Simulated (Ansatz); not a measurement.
Species: [Sc(OH)3] (charge 0, multiplicity 1).

Give a relaxed geometry from r2SCAN-D4/def2-SVP (Ansatz, a program for electronic structure).

One answer among several that fit: the end point of this relaxation, one of several conformers.
Z-matrix (Å, degrees):
```
Sc
O 1 1.8724
H 2 0.9602 1 152.60
O 1 1.8727 2 120.10 3 0.05
H 4 0.9602 1 152.42 2 -179.90
O 1 1.8729 2 119.97 3 -179.89
H 6 0.9602 1 152.31 2 0.03
```
